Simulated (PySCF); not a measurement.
**A thermochemical cycle for SrBe**

PBE in PySCF with def2-SVP on every atom (core potentials on Sr), for the lowest determinant that a PBE0 search found; no spin–orbit coupling. SrBe, a singlet (closed shell), has De = 0.32 eV to neutral atoms, and SrBe⁺, a doublet (σ ↑), has De = 0.68 eV to Sr⁺ + Be.

At the same level the Sr atom ionises at 5.70 eV.

**Question.** What is the adiabatic ionisation energy of the molecule, and does ionisation strengthen or weaken the bond?

**Answer.** IE = IE(Sr) + De(neutral) − De(ion) = 5.70 + 0.32 − 0.68 = 5.34 eV. De changes by +0.36 eV, so ionisation strengthens the bond.

Closed-shell solutions of metal pairs were not tested for spin polarisation, which can lower them a little. Weak bonds: SrBe. Basis-set superposition, not corrected here, can be much of De in a small basis, most of all at correlated wavefunction levels. Spin–orbit coupling is left out. For an ion De counts to the pair picked by the measured ionisation energies or electron affinities, which need not be the lowest pair at this level. States were picked by a PBE0 search and need not be the measured ground states.
